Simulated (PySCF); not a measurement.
## How the method moves the HOMO and LUMO of `B[SiH2][SiH2][SiH3]`

Species: BH₉Si₃.
Cartesian coordinates in Å at the PBE0-D3(BJ)/def2-SVP level; atoms count from 1:
```
atom  x, y, z in Å
B1    -2.2234    0.4681    0.2201
Si2   -1.2829   -1.0213   -0.7159
Si3    0.8720   -0.9318    0.2524
Si4    1.8593    1.1381   -0.2368
H5    -2.1193    1.6054   -0.1752
H6    -2.8218    0.2748    1.2517
H7    -1.8490   -2.3868   -0.4803
H8    -1.0879   -0.8121   -2.1861
H9     1.7129   -2.0456   -0.2909
H10    0.7674   -1.0945    1.7375
H11    3.2499    1.2281    0.3054
H12    1.9033    1.3379   -1.7182
H13    1.0342    2.2304    0.3677
```

Basis pcSseg-2 throughout (PySCF), one geometry. The structure is a single PBE0-D3(BJ)/def2-SVP conformer in the gas phase; no vibrational or solvent corrections.

Question: How do the orbital energies, the gap and the dipole change with the method?

Answer: 
```json
{"method": "BLYP", "kind": "GGA", "HOMO (eV)": "-6.66", "LUMO (eV)": "-3.29", "gap (eV)": "3.37", "μ (D)": "0.11", "SCF cycles": "13"}
{"method": "B97-D", "kind": "GGA", "HOMO (eV)": "-6.76", "LUMO (eV)": "-3.26", "gap (eV)": "3.51", "μ (D)": "0.09", "SCF cycles": "13"}
{"method": "OPBE", "kind": "GGA", "HOMO (eV)": "-6.82", "LUMO (eV)": "-3.29", "gap (eV)": "3.53", "μ (D)": "0.06", "SCF cycles": "14"}
{"method": "PBE", "kind": "GGA", "HOMO (eV)": "-6.82", "LUMO (eV)": "-3.47", "gap (eV)": "3.36", "μ (D)": "0.10", "SCF cycles": "13"}
{"method": "KT2", "kind": "GGA", "HOMO (eV)": "-6.86", "LUMO (eV)": "-3.46", "gap (eV)": "3.40", "μ (D)": "0.09", "SCF cycles": "13"}
{"method": "KT3", "kind": "GGA", "HOMO (eV)": "-6.87", "LUMO (eV)": "-3.35", "gap (eV)": "3.52", "μ (D)": "0.09", "SCF cycles": "13"}
{"method": "BP86", "kind": "GGA", "HOMO (eV)": "-6.91", "LUMO (eV)": "-3.51", "gap (eV)": "3.40", "μ (D)": "0.10", "SCF cycles": "13"}
{"method": "LDA", "kind": "LDA", "HOMO (eV)": "-6.91", "LUMO (eV)": "-3.71", "gap (eV)": "3.20", "μ (D)": "0.17", "SCF cycles": "13"}
{"method": "B97-2", "kind": "global hybrid", "HOMO (eV)": "-7.60", "LUMO (eV)": "-2.50", "gap (eV)": "5.11", "μ (D)": "0.15", "SCF cycles": "12"}
{"method": "B3LYP", "kind": "global hybrid", "HOMO (eV)": "-7.62", "LUMO (eV)": "-2.71", "gap (eV)": "4.92", "μ (D)": "0.15", "SCF cycles": "12"}
{"method": "PBE0", "kind": "global hybrid", "HOMO (eV)": "-7.83", "LUMO (eV)": "-2.53", "gap (eV)": "5.31", "μ (D)": "0.13", "SCF cycles": "12"}
{"method": "mPW1PW91", "kind": "global hybrid", "HOMO (eV)": "-7.86", "LUMO (eV)": "-2.52", "gap (eV)": "5.34", "μ (D)": "0.14", "SCF cycles": "12"}
{"method": "BHandHLYP", "kind": "global hybrid", "HOMO (eV)": "-8.71", "LUMO (eV)": "-1.49", "gap (eV)": "7.22", "μ (D)": "0.28", "SCF cycles": "10"}
{"method": "CAM-B3LYP", "kind": "range-separated hybrid", "HOMO (eV)": "-9.02", "LUMO (eV)": "-1.43", "gap (eV)": "7.60", "μ (D)": "0.22", "SCF cycles": "10"}
{"method": "wB97X-D", "kind": "range-separated hybrid", "HOMO (eV)": "-9.57", "LUMO (eV)": "-0.68", "gap (eV)": "8.90", "μ (D)": "0.22", "SCF cycles": "11"}
{"method": "HF", "kind": "Hartree–Fock", "HOMO (eV)": "-10.13", "LUMO (eV)": "0.88", "gap (eV)": "11.01", "μ (D)": "0.44", "SCF cycles": "11"}
{"method": "LC-wPBE", "kind": "range-separated hybrid", "HOMO (eV)": "-10.31", "LUMO (eV)": "-0.30", "gap (eV)": "10.01", "μ (D)": "0.26", "SCF cycles": "12"}
```

The HOMO spans 3.65 eV, from BLYP down to LC-wPBE, and the gap runs from 3.20 eV (LDA) to 11.01 eV (HF). Over the methods BLYP (0 %), B97-D (0 %), OPBE (0 %), PBE (0 %), KT2 (0 %), KT3 (0 %), BP86 (0 %), LDA (0 %), B97-2 (21 %), B3LYP (20 %), PBE0 (25 %), mPW1PW91 (25 %), BHandHLYP (50 %), HF (100 %), a straight line through the gap against the share of exact exchange rises by 0.76 eV for each 10 % (correlation coefficient 0.999). The dipole ranges from 0.06 D (OPBE) to 0.44 D (HF). This basis has no diffuse functions.

The vertical ΔSCF ionisation energy at CAM-B3LYP/def2-SVPD is 9.67 eV; −ε(HOMO) comes closest to it with wB97X-D (9.57 eV).
